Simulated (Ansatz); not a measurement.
Abstraction of F: SiH(CH3)F2 + C4H9 → SiH(CH3)F + C4H9F

Species: SiH(CH3)F2, singlet; C4H9 (2-butyl radical) `C[CH]CC`, doublet; SiH(CH3)F, doublet; C4H9F `CCC(C)F`, singlet. A radical takes F: the energy is the difference in strength between the Si–F bond broken and the C–F bond made.

Shapes, held fixed at every level: PBE0-D4/def2-TZVP. Flexible molecules stand in one conformer, not always the lowest. Programs: Ansatz 0.2.0. The zero-point and thermal change to 298 K, harmonic and unscaled (PBE0-D4/def2-TZVP), is +6.3 kJ/mol.

```tsv
level	kind	ΔH(298 K) (kJ/mol)	less CCSD(T)/CBS estimate	CPU time (sum over the molecules)
MP2/def2-TZVPP	perturbation theory	+195.3	-4.0	–
HF/def2-SVP	Hartree–Fock	+195.9	-3.4	–
SPW92/def2-TZVPP	LDA	+166.6	-32.7	19 s
r2SCAN-D4/def2-TZVPP	meta-GGA	+198.7	-0.6	64 s
BHLYP-D4/def2-TZVPP	global hybrid	+207.1	+7.8	46 s
B2PLYP/def2-TZVPP	double hybrid	+198.5	-0.8	71 s
CCSD(T)/CBS estimate	coupled cluster or CI	+199.3	0.0	2.1 h
```

The highest level, CCSD(T)/CBS estimate, gives ΔH(298 K) = +199.3 kJ/mol; the levels span +166.6 to +207.1. The column of differences is taken from that level and isn't an error. No measured value is set beside it here. Open shells run unrestricted. The CBS estimate extrapolates MP2 from def2-TZVPP and def2-QZVPP and adds CCSD(T) − MP2 in the triple-zeta set, cores frozen. Times are processor times on shared x86 and Arm servers, and rough.
